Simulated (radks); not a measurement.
Question: These are the eigenvalues of the occupied orbitals of an atom or ion with whole-number occupations (eV). All-electron calculation, Dirac Kohn-Sham, exchange-only PBE, spin-unpolarised, spherical densities, finite nucleus; Fermi nuclear charge, rms radius of each element as measured or else 0.836 A^(1/3) + 0.57 fm. Program: a radial shooting solver on a logarithmic mesh with Libxc functionals.

orbital  eigenvalue
1s1/2     -38766.22
2s1/2     -8418.582
2p1/2     -8131.030
2p3/2     -7764.435
3s1/2     -3447.966

Which element is it, and in what charge state? The configuration may be excited. Open shells, if any, fill j = l - 1/2 first.

Answer: Z = 55, caesium, charge +44: Cs44+ in [Ne] 3s1. The list shows which subshells hold electrons but not how many an open one holds; the 1s level, -1424.6 hartree, gives Z - s = 53.4 by -(Z - s)^2/2, which with screening and relativity narrows Z to a few neighbours, and the depths of the outer levels then fix element, charge and occupations together.
